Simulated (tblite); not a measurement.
A geometry optimisation, step by step.

Compound: C3H8OSeSi2.
Atom-mapped SMILES: `[SiH3:1][Se:2][Si@@H:3]1[CH:4]=[CH:5][CH2:6][O:7]1` (hydrogens: H8, H9, H10 on Si1; H11 on Si3; H12 on C4; H13 on C5; H14, H15 on C6)

Computed with GFN2-xTB (tblite), gas phase: L-BFGS steps from a force-field or distance-geometry start until the largest atomic force falls under 0.01 eV/Å. 11 of its 79 geometries are shown.

Step 0: E = -578.5290 eV, largest atomic force 2.559 eV/Å
```
atom  x, y, z in Å  |  force x, y, z in eV/Å
Si1     2.296    0.761    0.169    0.148   0.563   0.239
Se2     2.213   -1.421   -0.484    0.062  -0.066   0.105
Si3    -0.041   -1.545   -0.205    0.458  -1.468   2.046
C4     -0.901   -0.350   -1.249   -0.543   0.653  -0.533
C5     -1.543    0.454   -0.420   -0.390   0.447  -0.296
C6     -1.400    0.180    1.049   -0.043   0.396   0.264
O7     -0.535   -0.914    1.315   -0.081   0.064  -2.245
H8      3.681    1.250    0.115   -0.205  -0.240  -0.059
H9      1.793    0.886    1.549    0.088  -0.071  -0.219
H10     1.448    1.571   -0.726    0.113  -0.145   0.085
H11    -0.569   -2.905   -0.414    0.274   0.160   0.220
H12    -0.911   -0.300   -2.322   -0.085   0.188   0.021
H13    -2.153    1.276   -0.792    0.021  -0.070   0.516
H14    -0.983    1.086    1.544   -0.204  -0.400  -0.084
H15    -2.400   -0.022    1.482    0.387  -0.010  -0.059
```

Step 8: E = -578.8136 eV, largest atomic force 0.321 eV/Å
```
atom  x, y, z in Å  |  force x, y, z in eV/Å
Si1     2.308    0.799    0.188    0.027   0.098   0.029
Se2     2.237   -1.406   -0.413   -0.140  -0.092   0.018
Si3    -0.041   -1.597   -0.208   -0.021  -0.145   0.047
C4     -0.941   -0.339   -1.261   -0.062   0.062  -0.032
C5     -1.578    0.492   -0.450    0.035  -0.093   0.194
C6     -1.410    0.201    1.011    0.057  -0.160   0.038
O7     -0.547   -0.900    1.188   -0.098   0.094  -0.079
H8      3.706    1.204    0.095   -0.064  -0.056  -0.008
H9      1.800    0.882    1.556    0.052   0.064  -0.040
H10     1.454    1.563   -0.731    0.095  -0.051   0.082
H11    -0.503   -2.985   -0.334    0.200   0.234   0.091
H12    -0.934   -0.260   -2.327   -0.099   0.062  -0.216
H13    -2.196    1.332   -0.722    0.023   0.009  -0.053
H14    -0.988    1.063    1.544    0.004  -0.017  -0.042
H15    -2.373   -0.040    1.477   -0.009  -0.010  -0.029
```

Step 16: E = -578.8397 eV, largest atomic force 0.080 eV/Å
```
atom  x, y, z in Å  |  force x, y, z in eV/Å
Si1     2.322    0.793    0.202    0.019   0.076   0.018
Se2     2.215   -1.414   -0.380    0.060  -0.021  -0.038
Si3    -0.051   -1.584   -0.233    0.013  -0.073   0.003
C4     -0.971   -0.331   -1.288   -0.027   0.010   0.023
C5     -1.590    0.488   -0.452   -0.017   0.005   0.069
C6     -1.417    0.188    1.003    0.003  -0.031   0.030
O7     -0.559   -0.909    1.167   -0.035   0.018  -0.013
H8      3.722    1.171    0.083   -0.007  -0.035   0.007
H9      1.821    0.918    1.569    0.046   0.039  -0.016
H10     1.477    1.560   -0.720    0.047  -0.024   0.040
H11    -0.421   -2.987   -0.276    0.004   0.010  -0.026
H12    -0.992   -0.222   -2.356   -0.024  -0.026  -0.030
H13    -2.194    1.343   -0.712   -0.036   0.021  -0.050
H14    -0.988    1.048    1.533   -0.018   0.015  -0.003
H15    -2.378   -0.054    1.472   -0.026   0.016  -0.015
```

Step 23: E = -578.8457 eV, largest atomic force 0.102 eV/Å
```
atom  x, y, z in Å  |  force x, y, z in eV/Å
Si1     2.346    0.799    0.214    0.022  -0.051  -0.025
Se2     2.222   -1.407   -0.390   -0.006   0.050   0.024
Si3    -0.047   -1.581   -0.243   -0.048  -0.031   0.084
C4     -0.989   -0.335   -1.285   -0.021   0.012  -0.020
C5     -1.606    0.488   -0.449   -0.007  -0.014   0.001
C6     -1.431    0.186    1.005    0.009  -0.018  -0.020
O7     -0.576   -0.915    1.158   -0.015   0.038   0.032
H8      3.750    1.145    0.085    0.066   0.007  -0.001
H9      1.860    0.959    1.579    0.014  -0.009   0.045
H10     1.504    1.560   -0.705   -0.007   0.045  -0.027
H11    -0.398   -2.990   -0.283   -0.004   0.022  -0.026
H12    -1.030   -0.232   -2.353    0.010  -0.013  -0.072
H13    -2.209    1.338   -0.726   -0.043   0.006   0.021
H14    -1.001    1.046    1.536   -0.013  -0.036  -0.010
H15    -2.398   -0.051    1.468    0.042  -0.009  -0.006
```

Step 31: E = -578.8524 eV, largest atomic force 0.096 eV/Å
```
atom  x, y, z in Å  |  force x, y, z in eV/Å
Si1     2.397    0.818    0.225   -0.003  -0.092  -0.027
Se2     2.207   -1.383   -0.385    0.012   0.021   0.030
Si3    -0.061   -1.573   -0.236    0.000  -0.036  -0.012
C4     -1.019   -0.347   -1.292   -0.003   0.022   0.036
C5     -1.637    0.478   -0.458   -0.007  -0.029   0.054
C6     -1.453    0.183    0.999    0.003  -0.028   0.004
O7     -0.594   -0.913    1.164   -0.006   0.031  -0.069
H8      3.813    1.111    0.088    0.043   0.021  -0.019
H9      1.936    0.995    1.597   -0.007  -0.014   0.049
H10     1.557    1.587   -0.687    0.005   0.068  -0.024
H11    -0.386   -2.989   -0.312   -0.019   0.042   0.019
H12    -1.065   -0.263   -2.363    0.005   0.012   0.011
H13    -2.258    1.320   -0.724   -0.001  -0.030  -0.016
H14    -1.024    1.043    1.531   -0.033   0.001  -0.037
H15    -2.417   -0.058    1.464    0.011   0.009   0.001
```

Step 39: E = -578.8583 eV, largest atomic force 0.058 eV/Å
```
atom  x, y, z in Å  |  force x, y, z in eV/Å
Si1     2.453    0.827    0.234    0.008  -0.024   0.003
Se2     2.204   -1.372   -0.361   -0.007   0.022  -0.018
Si3    -0.067   -1.565   -0.242    0.032   0.020   0.005
C4     -1.042   -0.353   -1.296   -0.006  -0.006  -0.004
C5     -1.684    0.453   -0.462    0.003   0.005  -0.009
C6     -1.483    0.172    0.992   -0.014   0.028   0.021
O7     -0.603   -0.905    1.157   -0.003   0.010  -0.005
H8      3.875    1.085    0.073    0.008  -0.007  -0.004
H9      2.021    1.007    1.616   -0.007  -0.009  -0.003
H10     1.644    1.653   -0.662   -0.004  -0.018   0.006
H11    -0.397   -2.977   -0.320   -0.002  -0.003   0.015
H12    -1.098   -0.272   -2.366    0.016   0.012  -0.007
H13    -2.322    1.280   -0.733   -0.025  -0.017  -0.003
H14    -1.067    1.047    1.506    0.030   0.037   0.011
H15    -2.436   -0.073    1.476   -0.029  -0.050  -0.008
```

Step 47: E = -578.8611 eV, largest atomic force 0.074 eV/Å
```
atom  x, y, z in Å  |  force x, y, z in eV/Å
Si1     2.492    0.823    0.242   -0.008  -0.009  -0.009
Se2     2.207   -1.362   -0.376   -0.020  -0.013  -0.011
Si3    -0.064   -1.545   -0.240    0.070   0.025  -0.001
C4     -1.052   -0.347   -1.297    0.017  -0.005  -0.014
C5     -1.716    0.442   -0.466   -0.006  -0.004  -0.032
C6     -1.504    0.174    0.990   -0.013   0.001   0.009
O7     -0.598   -0.880    1.155    0.037  -0.003   0.007
H8      3.917    1.061    0.060   -0.008  -0.006   0.026
H9      2.058    0.998    1.625    0.025  -0.013  -0.006
H10     1.688    1.666   -0.641   -0.014   0.001  -0.010
H11    -0.399   -2.957   -0.301    0.004  -0.027  -0.002
H12    -1.100   -0.264   -2.368   -0.013  -0.008  -0.007
H13    -2.385    1.240   -0.747    0.001   0.024   0.030
H14    -1.101    1.058    1.499   -0.036   0.029   0.002
H15    -2.447   -0.101    1.474   -0.036   0.009   0.018
```

Step 55: E = -578.8645 eV, largest atomic force 0.041 eV/Å
```
atom  x, y, z in Å  |  force x, y, z in eV/Å
Si1     2.534    0.812    0.243    0.006   0.004   0.004
Se2     2.218   -1.358   -0.409   -0.028  -0.002   0.011
Si3    -0.049   -1.512   -0.235    0.025   0.021  -0.001
C4     -1.059   -0.339   -1.301   -0.024  -0.016   0.010
C5     -1.757    0.424   -0.472   -0.007   0.019  -0.015
C6     -1.534    0.176    0.985    0.009   0.006   0.000
O7     -0.574   -0.829    1.157    0.020  -0.005   0.007
H8      3.963    1.026    0.066   -0.006   0.011   0.001
H9      2.122    0.971    1.634    0.001  -0.015  -0.003
H10     1.731    1.677   -0.622    0.008  -0.003   0.000
H11    -0.386   -2.926   -0.277   -0.001  -0.014  -0.008
H12    -1.109   -0.263   -2.372   -0.015  -0.007   0.022
H13    -2.458    1.198   -0.744    0.008   0.021  -0.034
H14    -1.179    1.086    1.486   -0.015   0.006   0.012
H15    -2.467   -0.136    1.472    0.019  -0.024  -0.006
```

Step 62: E = -578.8663 eV, largest atomic force 0.033 eV/Å
```
atom  x, y, z in Å  |  force x, y, z in eV/Å
Si1     2.553    0.806    0.245    0.012   0.020   0.014
Se2     2.219   -1.355   -0.418    0.012  -0.019  -0.010
Si3    -0.044   -1.496   -0.232   -0.016   0.016  -0.010
C4     -1.074   -0.342   -1.300    0.003   0.007  -0.004
C5     -1.774    0.423   -0.475    0.007  -0.005  -0.011
C6     -1.545    0.181    0.984   -0.004   0.007  -0.007
O7     -0.551   -0.792    1.155    0.005   0.014   0.001
H8      3.983    1.017    0.069   -0.005   0.004  -0.009
H9      2.150    0.946    1.640   -0.010   0.003   0.003
H10     1.753    1.679   -0.614    0.008   0.001   0.010
H11    -0.376   -2.912   -0.270   -0.016  -0.006   0.006
H12    -1.127   -0.270   -2.371   -0.017  -0.014   0.010
H13    -2.479    1.191   -0.759    0.019  -0.015   0.023
H14    -1.227    1.101    1.490    0.006  -0.008  -0.001
H15    -2.465   -0.169    1.468   -0.005  -0.005  -0.017
```

Step 70: E = -578.8670 eV, largest atomic force 0.011 eV/Å
```
atom  x, y, z in Å  |  force x, y, z in eV/Å
Si1     2.575    0.804    0.253   -0.002   0.007   0.001
Se2     2.221   -1.352   -0.426    0.002  -0.007  -0.007
Si3    -0.041   -1.485   -0.233   -0.007  -0.001  -0.006
C4     -1.084   -0.344   -1.303    0.000  -0.003  -0.002
C5     -1.786    0.419   -0.478   -0.001   0.001  -0.006
C6     -1.552    0.183    0.980    0.000   0.002  -0.003
O7     -0.536   -0.766    1.152    0.006  -0.003  -0.002
H8      4.003    1.010    0.064   -0.002  -0.005   0.008
H9      2.170    0.938    1.648    0.005   0.002   0.003
H10     1.780    1.688   -0.599   -0.007   0.008   0.001
H11    -0.383   -2.900   -0.260   -0.003   0.004   0.007
H12    -1.149   -0.283   -2.374    0.000  -0.003   0.002
H13    -2.498    1.179   -0.758   -0.001   0.001  -0.004
H14    -1.258    1.107    1.491    0.008   0.001   0.002
H15    -2.468   -0.191    1.456    0.001  -0.004   0.005
```

Step 78: E = -578.8672 eV, largest atomic force 0.009 eV/Å
```
atom  x, y, z in Å  |  force x, y, z in eV/Å
Si1     2.573    0.804    0.253    0.002   0.002   0.004
Se2     2.221   -1.351   -0.432    0.001   0.006  -0.003
Si3    -0.040   -1.484   -0.235   -0.008  -0.004  -0.002
C4     -1.086   -0.345   -1.305    0.002  -0.005   0.000
C5     -1.786    0.419   -0.480    0.001  -0.002  -0.004
C6     -1.550    0.184    0.978    0.001   0.001  -0.002
O7     -0.529   -0.761    1.149    0.007  -0.002   0.002
H8      4.002    1.008    0.069   -0.005  -0.001   0.000
H9      2.173    0.935    1.650   -0.001  -0.003  -0.001
H10     1.778    1.692   -0.595    0.002  -0.002   0.005
H11    -0.388   -2.897   -0.253    0.004  -0.001  -0.001
H12    -1.152   -0.287   -2.376   -0.004   0.002   0.004
H13    -2.499    1.179   -0.760    0.001   0.000   0.001
H14    -1.258    1.108    1.492    0.002   0.006  -0.006
H15    -2.463   -0.195    1.455   -0.002   0.003   0.003
```

Task: Summarise the path.

Result: The energy falls by 7.80 kcal/mol from step 0 to step 78; nine tenths of that is first reached at step 13. It falls at every step. The largest force goes from 2.559 to 0.009 eV/Å. Among the bonds Si3–O7 changes most, from 1.718 to 1.636 Å; the atoms move by 0.271 Å rms after alignment.

Task: Follow the three bonds and two angles with the largest change from start to end.

Result: 
| step | E above end (kcal/mol) | largest force (eV/Å) | Si3–O7 (Å) | Si3–C4 (Å) | C6–O7 (Å) | Si1–Se2–Si3 (°) | Si3–O7–C6 (°) |
| --- | --- | --- | --- | --- | --- | --- | --- |
| 0 | 7.80 | 2.559 | 1.718 | 1.805 | 1.419 | 93.0 | 107.0 |
| 3 | 2.75 | 0.471 | 1.628 | 1.873 | 1.408 | 93.7 | 113.6 |
| 7 | 1.45 | 0.326 | 1.640 | 1.867 | 1.411 | 94.8 | 114.4 |
| 10 | 0.98 | 0.162 | 1.639 | 1.883 | 1.402 | 95.5 | 114.9 |
| 14 | 0.68 | 0.119 | 1.636 | 1.878 | 1.400 | 96.0 | 114.5 |
| 17 | 0.61 | 0.123 | 1.635 | 1.881 | 1.401 | 95.8 | 114.5 |
| 20 | 0.55 | 0.080 | 1.637 | 1.884 | 1.401 | 95.7 | 114.8 |
| 24 | 0.47 | 0.115 | 1.638 | 1.876 | 1.402 | 96.7 | 115.0 |
| 27 | 0.40 | 0.076 | 1.636 | 1.879 | 1.400 | 97.8 | 114.8 |
| 31 | 0.34 | 0.096 | 1.637 | 1.881 | 1.403 | 98.4 | 114.4 |
| 34 | 0.26 | 0.079 | 1.637 | 1.879 | 1.402 | 99.6 | 114.6 |
| 37 | 0.23 | 0.062 | 1.636 | 1.880 | 1.400 | 99.9 | 114.6 |
| 41 | 0.19 | 0.047 | 1.637 | 1.879 | 1.402 | 100.4 | 114.6 |
| 44 | 0.17 | 0.053 | 1.636 | 1.880 | 1.401 | 100.6 | 114.8 |
| 47 | 0.14 | 0.074 | 1.635 | 1.878 | 1.400 | 100.6 | 114.6 |
| 51 | 0.10 | 0.076 | 1.636 | 1.880 | 1.402 | 100.5 | 114.5 |
| 54 | 0.07 | 0.041 | 1.637 | 1.881 | 1.401 | 100.3 | 114.6 |
| 58 | 0.04 | 0.045 | 1.637 | 1.878 | 1.401 | 100.7 | 114.5 |
| 61 | 0.02 | 0.028 | 1.636 | 1.880 | 1.401 | 100.5 | 114.5 |
| 64 | 0.01 | 0.029 | 1.637 | 1.880 | 1.402 | 100.4 | 114.5 |
| 68 | 0.01 | 0.027 | 1.637 | 1.880 | 1.401 | 100.6 | 114.4 |
| 71 | 0.00 | 0.010 | 1.637 | 1.880 | 1.401 | 100.6 | 114.4 |
| 75 | 0.00 | 0.014 | 1.637 | 1.880 | 1.401 | 100.4 | 114.4 |
| 78 | 0.00 | 0.009 | 1.636 | 1.880 | 1.401 | 100.5 | 114.3 |

The cost below is that of the whole relaxation. Time: 0.56 s of wall time. Hardware: one thread, Arm Neoverse V2 (aarch64), shared host with 192 logical CPUs at a one-minute load of 124.
